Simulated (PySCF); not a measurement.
A calculated (r2SCAN, PySCF 2.14, Sapporo-DKH3-DZP-2012, scalar relativity by spin-free X2C-1e) atom or ion has these occupied shells.

| shell | electrons | orbital energy (eV) | rms radius, mean of both spins (bohr) |
| --- | --- | --- | --- |
| 1s | 2 | -10283.9 | 0.0561 |
| 2s | 2 | -1306.7 | 0.236 |
| 2p | 6 | -1140.3 | 0.211 |
| 3s | 2 | -186.23 | 0.700 |
| 3p | 6 | -135.34 | 0.736 |
| 3d | 10 | -52.896 | 0.887 |

(1) Name the element and its charge.

Answers

(1) Ga³⁺ (gallium, charge +3), in [Ar] 3d10, closed-shell 1S.
